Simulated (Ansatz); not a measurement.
Reaction (redistribution): `B[SiH2][SiH2]O` + `[NH2][SnH3]` → `O[SiH2][SiH2][SnH3]` + `BN`

Computed with Ansatz on PBE0-D4/def2-TZVP structures; ΔE is electronic, products minus reactants. CCSD(T)/CBS adds triple-zeta CCSD(T) − MP2 to the extrapolated MP2 energy (def2 sets, frozen cores). This one scheme is used for every species. Functionals use def2-TZVPP. HSE06 is defined as in plane-wave codes. Elements past krypton have def2 core potentials. For Sn outer-core shells are correlated without core-valence functions, which leaves a few kJ/mol of doubt a bond. One conformer a species, not always the lowest.

| level | ΔE (kcal/mol) | difference from CCSD(T)/CBS |
| --- | --- | --- |
| PBE-D4 | -51.1 | -1.2 |
| B97M-V | -48.0 | 1.9 |
| PBE0-D4 | -51.8 | -1.9 |
| r2SCANh-D4 | -51.0 | -1.1 |
| r2SCAN0-D4 | -51.6 | -1.7 |
| HSE06-D4 | -51.8 | -1.9 |
| B2PLYP | -50.1 | -0.2 |
| PBE | -50.5 | -0.6 |
| revPBE | -48.7 | 1.2 |
| BLYP | -49.1 | 0.8 |
| r2SCANh | -50.7 | -0.8 |
| r2SCAN0 | -51.4 | -1.5 |
| RPA@PBE/def2-TZVPP | -47.8 | 2.1 |
| CCSD(T)/def2-SVP | -54.7 | -4.8 |
| HF/def2-TZVPP | -47.5 | 2.4 |
| SCS-MP2/def2-TZVPP | -49.1 | 0.8 |
| CCSD(T)/CBS | -49.9 | 0 |

Largest T1 diagnostic among the species: 0.014.

From BLYP to BHLYP (50 % exact exchange), in def2-TZVPP and without D4, ΔE moves by −1.2 kcal/mol. The D4 term adds −1.0 kcal/mol with B3LYP and −0.6 kcal/mol with PBE0; it sums over pairs of atoms, weighted by their polarisabilities, and B3LYP, whose exchange is more repulsive, gets the larger term.

B3LYP here is the variant with VWN-RPA as its local correlation; programs differ in this.
